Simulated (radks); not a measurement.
Initial-state core-level shifts of the selenium ion Se3+ when its valence configuration changes from [Ar] 3d10 4s2 4p1. Method: Dirac Kohn-Sham, PBEsol, spin-unpolarised, spherical densities, point nucleus; open shells fill j = l - 1/2 first; computed with a radial shooting solver on a logarithmic mesh with Libxc functionals. Shifts are changes of the shell-averaged eigenvalues in eV (positive: less bound).

3d10 4s1 4p2: 1s -1.443; 2p -1.410; 3s -1.456; 3p -1.446
3d9 4s2 4p2: 1s -15.248; 2p -16.699; 3s -13.281; 3p -13.046
3d8 4s2 4p3: 1s -31.501; 2p -34.536; 3s -26.993; 3p -26.537
3d8 4s1 4p4: 1s -32.930; 2p -35.932; 3s -28.412; 3p -27.945
3d8 4p5: 1s -34.327; 2p -37.297; 3s -29.804; 3p -29.326
3d8.5 4s1.5 4p3: 1s -24.018; 2p -26.222; 3s -20.843; 3p -20.490
3d9.5 4s2 4p1.5: 1s -7.522; 2p -8.227; 3s -6.604; 3p -6.485
